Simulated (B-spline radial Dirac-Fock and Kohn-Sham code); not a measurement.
# Run log: Sn

ΔSCF core binding energies without Breit or QED terms, calculated with a B-spline atomic structure program. Keys: rel is the Hamiltonian (dirac, or spin-free x2c and nr, where L3 and M5 stand for the whole 2p and 3d shells), method is hf or an exchange,correlation pair (spin-unpolarised, also for the hole states), nuc the nuclear model, radius_factor scales its radius, rmax is the box in bohr, h the logarithmic mesh step, order the B-spline order, points the quadrature points per cell, c_factor scales the speed of light, and damp, ndamp, maxit and tol steer the iteration. The run stops when the commutator error falls below 10·tol·max(1, Z/10), or the numerical noise floor, and the energy has settled to about 1e-8 Ha; the virial ratio is −V/T.

Input (task.json):

```json
{"items": [{"Z": 50, "q": 0, "cfg": [[1, 0, 2], [2, 0, 2], [2, 1, 6], [3, 0, 2], [3, 1, 6], [3, 2, 10], [4, 0, 2], [4, 1, 6], [4, 2, 10], [5, 0, 2], [5, 1, 2]], "A": 120, "rrms": 4.6519, "do": "settings", "holes": ["K", "L3", "M5"],
  "settings": [{"rel": "dirac", "method": "hf", "nuc": "fermi", "radius_factor": 1.0, "rmax": 45.0, "h": 0.3, "order": 8, "points": 10, "c_factor": 1.0, "maxit": 5, "damp": 0.5, "ndamp": 3, "tol": 1e-08}]}]}
```

Command: `python xray2_run.py task.json out`

Ground-state iterations:

```
iter   energy (Ha)        error
   1    -6174.45949593  1.76e+00
   2    -6175.42857808  1.87e-01
   3    -6176.10678845  3.51e-02
   4    -6176.12925036  7.63e-03
   5    -6176.12990778  3.40e-03
```

The ground state had not converged after 5 iterations, with total energy -6176.12991 Ha, virial ratio 1.94978 and highest orbital energy -6.60 eV. ΔSCF binding energies: K (1s) 29303.4 eV, L3 (2p3/2) 3944.6 eV, M5 (3d5/2) 493.3 eV (not all states converged, so these are not final).

Task: One setting is unsound. Which, and why?

Result: maxit ends the run before self-consistency. With the default settings (Dirac Hartree-Fock): The ground state converged in 10 iterations, with total energy -6176.13019 Ha, virial ratio 1.94964 and highest orbital energy -6.57 eV. ΔSCF binding energies: K (1s) 29303.3 eV, L3 (2p3/2) 3944.6 eV, M5 (3d5/2) 493.3 eV.
